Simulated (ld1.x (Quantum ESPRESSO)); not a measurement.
LDA (PZ) TM dataset for Dy, scalar-relativistic all-electron reference.

- Element: Dy (Z = 66)
- Generator: ld1.x (Quantum ESPRESSO) 7.5
- Type: norm-conserving Troullier–Martins (Kleinman–Bylander form)
- Functional: LDA (PZ)
- Relativity: scalar-relativistic
- Frozen core: [Kr] 4d10
- Valence charge: 20
- Reference configuration: 4f10 5s2 5p6 5d0 6s2 6p0
- Partial waves: 5s (bound): rc 2.25 bohr; 5p (bound): rc 2.25 bohr; 5d (bound, empty): rc 3.45 bohr; 4f (bound): rc 1.25 bohr
- Local potential: all-electron potential smoothed inside 3.10 bohr (lloc = -1)
- Core correction: none

Occupied shells without a wave of their own: 6s. They enter only through the test configuration that unscreens the potential.

All-electron outer shells of the reference configuration (LDA (PZ), scalar-relativistic, ld1.x):

```csv
shell,level (eV),outermost node (bohr),outermost maximum (bohr)
4p,-290.99,0.28,0.51
4d,-152.87,0.26,0.53
5s,-49.06,0.63,1.16
5p,-25.47,0.67,1.33
6s,-3.90,1.57,3.40
4f,-3.32,–,0.54
5d,-1.34,0.76,2.14
6p,-1.21,1.92,4.76
```

Problem. Estimate the cutoffs (Ry, on a coarse ladder) from which the occupation-weighted sum of valence levels, in a spherical-Bessel basis at the reference potential, stays within 10 and 1 mRy of its value at 400 Ry.

Solution. 260 Ry and over 300 Ry.

Problem. What does a ghost test show?

Solution. No extra level below or beside the all-electron valence levels (s, p, d, f tested).

Problem. Which valence shell sets the plane-wave cutoff?

Solution. 4f: its level needs 260 Ry to come within 1 mRy, against 25 Ry for 5s.

Its largest configuration-test error is -864 meV (4f8 5s2 5p6 5d0 6s0 6p0). 1 of 9 tests not solved or not reliable. Not counted: 4f10 5s2 5p6 5d0 6s2 6p0 (spin-polarised) (solver errors, printed error -3887 eV).
